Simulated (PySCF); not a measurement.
## Calculated data, AlBGeH₄N, AlGeH₃NO, BClGeH₄N, AlGeH₈NSi and others

Computed with PySCF 2.14.0. Calculation on a computer-drawn molecule: optimised geometry and harmonic frequencies of an isolated molecule of the commonest isotopes, restricted reference for singlets and unrestricted otherwise, frozen core in MP2; on germanium a core potential holds 10 electrons, which the energies leave out, and 3d is frozen in MP2 and coupled-cluster steps.

Common to all runs: basis and core potential on germanium cc-pVDZ-PP ECP10MDF.

(1) AlBGeH₄N

Start structure:
```xyz
8
AlBGeH4N
B     -0.7935     2.9479     0.5826
N     -0.3725     1.8268     0.2458
Al     0.3811     0.3602    -0.3203
Ge     1.3100    -1.7239    -1.0858
H     -1.2768     3.9197     0.9782
H      2.8375    -1.6888    -0.9357
H      0.9644    -1.9476    -2.5201
H      0.7566    -2.9036    -0.2148
```

It was run with charge 1, multiplicity 1, method HF and basis cc-pV(D+d)Z.

It finds rotational constants 77.25, 0.9777, 0.9777 GHz; total energy -616.5804 hartree; convergence status largest gradient component 5.285e-06 hartree/bohr.

Drawn bonds:
| atom | other atom | order |
| --- | --- | --- |
| 1 | 2 | 1 |
| 2 | 3 | 2 |
| 3 | 4 | 1 |
| 1 | 5 | 1 |
| 4 | 6 | 1 |
| 4 | 7 | 1 |
| 4 | 8 | 1 |

Optimised structure:
```xyz
8
AlBGeH4N
B     -0.8187     2.9262     0.6113
N     -0.3179     1.8325     0.2167
Al     0.3538     0.3657    -0.3125
Ge     1.3569    -1.8255    -1.1030
H     -1.2813     3.9367     0.9758
H      2.8509    -1.6447    -0.9070
H      0.9294    -1.9297    -2.5555
H      0.7336    -2.8705    -0.1959
```

Modes:
| frequency (cm⁻¹) | reduced mass (dalton) |
| --- | --- |
| 81.34 | 4.856 |
| 81.34 | 4.856 |
| 192.8 | 5.624 |
| 192.8 | 5.624 |
| 232.4 | 16.73 |
| 510.9 | 1.096 |
| 510.9 | 1.096 |
| 834.8 | 1.158 |
| 836.9 | 5.282 |
| 842.4 | 1.356 |
| 842.4 | 1.356 |
| 942.8 | 1.02 |
| 942.8 | 1.02 |
| 1874 | 5.822 |
| 2291 | 1.01 |
| 2299 | 1.025 |
| 2299 | 1.025 |
| 3005 | 1.172 |

(2) AlGeH₃NO

Start structure:
```xyz
7
AlGeH3NO
O     -1.2203     2.2249     1.1110
Ge    -0.1932     1.2202     1.8579
N      0.2899    -0.3874     1.2139
Al     1.4021    -1.6421     1.8772
H      0.5154     1.4515     3.1844
H     -0.1677    -0.5658     0.3324
H      2.0731    -1.2690     3.2680
```

Settings of this run: charge 0, multiplicity 2, method MP2 and basis cc-pV(D+d)Z.

It finds rotational constants 22.4, 1.621, 1.512 GHz; total energy -666.8362 hartree; spin squared 0.7546; convergence status largest gradient component 1.778e-05 hartree/bohr.

Drawn bonds:
| atom | other atom | order |
| --- | --- | --- |
| 1 | 2 | 2 |
| 2 | 3 | 1 |
| 3 | 4 | 1 |
| 2 | 5 | 1 |
| 3 | 6 | 1 |
| 4 | 7 | 1 |

Optimised structure:
```xyz
7
AlGeH3NO
O     -1.2410     2.2824     1.1286
Ge    -0.1924     1.2222     1.8611
N      0.2861    -0.4154     1.1836
Al     1.4167    -1.6417     1.9007
H      0.5515     1.3950     3.1919
H     -0.1792    -0.5957     0.2878
H      2.0575    -1.2145     3.2911
```

Modes:
| frequency (cm⁻¹) | reduced mass (dalton) |
| --- | --- |
| 73.96 | 7.874 |
| 137.3 | 6.805 |
| 231.4 | 7.877 |
| 271.1 | 1.303 |
| 468.8 | 1.246 |
| 547.9 | 2.457 |
| 640.3 | 1.668 |
| 643.2 | 1.063 |
| 788.1 | 1.186 |
| 834.2 | 3.342 |
| 984.6 | 15.57 |
| 1110 | 1.293 |
| 1911 | 1.044 |
| 2189 | 1.021 |
| 3558 | 1.075 |

(3) BClGeH₄N

Start structure:
```xyz
8
BClGeH4N
B     -1.6753    -0.6914     0.2435
N     -0.8974    -0.3338    -0.6578
Ge     0.0854     1.5362    -0.8819
Cl    -0.5814     2.7234     0.6548
H     -2.4799    -0.8767     1.0899
H     -0.5543    -0.8751    -1.4156
H     -0.4440     1.8449    -2.2006
H      1.5194     0.9721    -0.7450
```

Here we set charge 1, multiplicity 1, method HF and basis cc-pV(D+d)Z.

The calculation gives: rotational constants 4.49, 3.319, 1.96 GHz; total energy -834.1577 hartree; convergence status largest gradient component 1.189e-05 hartree/bohr.

Drawn bonds:
| atom | other atom | order |
| --- | --- | --- |
| 1 | 2 | 1 |
| 2 | 3 | 1 |
| 3 | 4 | 1 |
| 1 | 5 | 1 |
| 2 | 6 | 1 |
| 3 | 7 | 1 |
| 3 | 8 | 1 |

Optimised structure:
```xyz
8
BClGeH4N
B     -1.6737    -0.5437     0.2569
N     -0.8298    -0.3064    -0.7081
Ge     0.1011     1.4204    -0.9367
Cl    -0.7226     2.4609     0.7305
H     -2.4292    -0.7455     1.1268
H     -0.6308    -1.0353    -1.3829
H     -0.4028     1.9542    -2.2526
H      1.5601     1.0952    -0.7467
```

Modes:
| frequency (cm⁻¹) | reduced mass (dalton) |
| --- | --- |
| 106.8 | 6.102 |
| 113.6 | 2.273 |
| 289.6 | 4.603 |
| 462 | 16.62 |
| 481 | 1.135 |
| 486 | 5.188 |
| 595 | 1.132 |
| 677.2 | 1.126 |
| 799.6 | 1.154 |
| 831 | 1.369 |
| 853.8 | 1.209 |
| 924.3 | 1.032 |
| 1138 | 1.184 |
| 1630 | 5.538 |
| 2353 | 1.014 |
| 2369 | 1.028 |
| 3006 | 1.148 |
| 3706 | 1.077 |

(4) AlGeH₈NSi

Start structure:
```xyz
12
AlGeH8NSi
Al     0.1976     0.1402    -0.2490
N      0.0777     1.9501    -0.5285
Ge     1.4820     2.9827    -1.0014
Si     3.2499     1.4880    -1.1751
H      0.5155    -0.3490     1.1433
H     -0.1261    -0.8281    -1.4073
H     -0.8280     2.4493    -0.3460
H      1.6024     4.1134     0.0536
H      0.9877     3.8042    -2.2696
H      2.5942     0.1353    -0.8525
H      4.3248     1.7749    -0.2714
H      3.7720     1.3786    -2.6063
```

Settings of this run: charge 0, multiplicity 1, method HF and basis cc-pV(D+d)Z.

It finds rotational constants 3.427, 1.583, 1.111 GHz; total energy -883.3717 hartree; convergence status largest gradient component 9.258e-06 hartree/bohr.

Drawn bonds:
| atom | other atom | order |
| --- | --- | --- |
| 1 | 2 | 1 |
| 2 | 3 | 1 |
| 3 | 4 | 1 |
| 1 | 5 | 1 |
| 1 | 6 | 1 |
| 2 | 7 | 1 |
| 3 | 8 | 1 |
| 3 | 9 | 1 |
| 4 | 10 | 1 |
| 4 | 11 | 1 |
| 4 | 12 | 1 |

Optimised structure:
```xyz
12
AlGeH8NSi
Al    -0.2355     0.0989    -0.3087
N      0.0293     1.8517    -0.3840
Ge     1.5075     2.8903    -0.7985
Si     3.4370     1.5553    -1.3392
H     -1.6617    -0.4464     0.0912
H      0.9794    -0.8489    -0.6486
H     -0.7648     2.4321    -0.1616
H      1.8301     3.8064     0.3961
H      1.1624     3.8056    -1.9874
H      3.8357     0.7039    -0.1953
H      4.5480     2.4876    -1.6515
H      3.1822     0.7031    -2.5229
```

Modes:
| frequency (cm⁻¹) | reduced mass (dalton) |
| --- | --- |
| 55.79 | 2.079 |
| 99.86 | 5.118 |
| 139.2 | 1.078 |
| 195.7 | 3.959 |
| 206.2 | 1.213 |
| 359.9 | 8.372 |
| 377.2 | 1.043 |
| 481.3 | 2.02 |
| 541.5 | 1.071 |
| 552.3 | 1.155 |
| 624.8 | 1.216 |
| 655.8 | 2.105 |
| 657.7 | 1.173 |
| 757.1 | 1.089 |
| 800.8 | 1.326 |
| 837.7 | 1.099 |
| 921.2 | 1.853 |
| 962.7 | 1.119 |
| 997.5 | 1.127 |
| 1024 | 1.035 |
| 1026 | 1.036 |
| 1228 | 1.311 |
| 1993 | 1.058 |
| 2001 | 1.026 |
| 2170 | 1.024 |
| 2192 | 1.016 |
| 2300 | 1.042 |
| 2315 | 1.027 |
| 2317 | 1.052 |
| 3742 | 1.074 |

(5) CH₇Ge₂

Start structure:
```xyz
10
CH7Ge2
Ge     1.1329    -1.2960     0.0348
C     -0.1524     0.2142     0.2221
Ge    -1.9530    -0.3845    -0.1235
H      2.5073    -0.6325     0.7464
H      0.8138    -2.3256     1.2412
H      0.0537     1.0715    -0.4903
H     -0.0667     0.5723     1.2623
H     -2.1194    -0.8907    -1.5858
H     -2.9625     0.6724     0.1203
H     -2.3031    -1.5826     0.7065
```

Here we set charge 0, multiplicity 2, method HF and basis cc-pVDZ.

The calculation gives: rotational constants 18.1, 1.136, 1.097 GHz; total energy -628.6522 hartree; spin squared 0.7535; convergence status largest gradient component 1.075e-05 hartree/bohr.

Drawn bonds:
| atom | other atom | order |
| --- | --- | --- |
| 1 | 2 | 1 |
| 2 | 3 | 1 |
| 1 | 4 | 1 |
| 1 | 5 | 1 |
| 2 | 6 | 1 |
| 2 | 7 | 1 |
| 3 | 8 | 1 |
| 3 | 9 | 1 |
| 3 | 10 | 1 |

Optimised structure:
```xyz
10
CH7Ge2
Ge     1.2137    -1.2207     0.2008
C     -0.1830     0.1720     0.2942
Ge    -2.0080    -0.4076    -0.1543
H      2.6008    -0.6308     0.5096
H      0.9123    -2.3707     1.1766
H      0.0993     0.9850    -0.3794
H     -0.1872     0.5779     1.3108
H     -2.0628    -0.9139    -1.6009
H     -2.9840     0.7666    -0.0048
H     -2.4505    -1.5393     0.7813
```

Modes:
| frequency (cm⁻¹) | reduced mass (dalton) |
| --- | --- |
| 77.95 | 1.024 |
| 122.9 | 1.491 |
| 130.9 | 3.316 |
| 463.5 | 2.263 |
| 491 | 1.05 |
| 555.8 | 1.101 |
| 599.3 | 1.103 |
| 700.5 | 2.471 |
| 736.2 | 1.513 |
| 820.3 | 1.385 |
| 916.4 | 1.042 |
| 938.4 | 1.035 |
| 965.5 | 1.021 |
| 969.3 | 1.022 |
| 1086 | 1.029 |
| 1158 | 1.343 |
| 1503 | 1.085 |
| 2173 | 1.017 |
| 2183 | 1.024 |
| 2206 | 1.023 |
| 2211 | 1.023 |
| 2230 | 1.012 |
| 3184 | 1.06 |
| 3247 | 1.103 |

(6) C₂H₆GeN

Start structure:
```xyz
10
C2H6GeN
C      0.6890     1.7826     0.2789
N      0.3029     1.4205     1.4494
Ge    -1.2830     0.4577     1.9570
C     -2.6374     1.0380     0.7970
H      1.8061     2.0333     0.0613
H      0.0020     1.8044    -0.5060
H      1.0112     1.4571     2.1900
H     -1.5146     1.2866     3.2244
H     -3.5937     0.7801     1.0840
H     -2.5134     0.9659    -0.3265
```

Here we set charge 0, multiplicity 2, method HF and basis cc-pVDZ.

Results for C₂H₆GeN: rotational constants 7.746, 2.919, 2.2 GHz; total energy -426.9746 hartree; spin squared 0.7708; convergence status largest gradient component 1.587e-05 hartree/bohr.

Drawn bonds:
| atom | other atom | order |
| --- | --- | --- |
| 1 | 2 | 1 |
| 2 | 3 | 1 |
| 3 | 4 | 2 |
| 1 | 5 | 1 |
| 1 | 6 | 1 |
| 2 | 7 | 1 |
| 3 | 8 | 1 |
| 4 | 9 | 1 |
| 4 | 10 | 1 |

Optimised structure:
```xyz
10
C2H6GeN
C      0.6287     1.8810     0.3513
N      0.4258     1.2961     1.4412
Ge    -1.3784     0.1511     2.1782
C     -2.5397     0.8335     0.7092
H      1.5894     2.3203     0.0905
H     -0.1806     1.9589    -0.3668
H      1.2321     1.2686     2.0473
H     -1.6229     1.3618     3.1752
H     -3.2226     1.6773     0.8045
H     -2.6627     0.2776    -0.2211
```

Modes:
| frequency (cm⁻¹) | reduced mass (dalton) |
| --- | --- |
| 56 | 1.822 |
| 120.6 | 1.157 |
| 159.9 | 3.116 |
| 203.4 | 4.915 |
| 307.5 | 1.691 |
| 330.9 | 1.829 |
| 551.6 | 1.498 |
| 574.1 | 2.652 |
| 624 | 1.166 |
| 717.6 | 1.088 |
| 887.5 | 1.189 |
| 1174 | 1.108 |
| 1206 | 1.124 |
| 1234 | 1.288 |
| 1483 | 1.126 |
| 1503 | 1.321 |
| 1580 | 1.15 |
| 1880 | 5.461 |
| 1958 | 1.021 |
| 3220 | 1.053 |
| 3265 | 1.063 |
| 3315 | 1.113 |
| 3381 | 1.119 |
| 3739 | 1.078 |
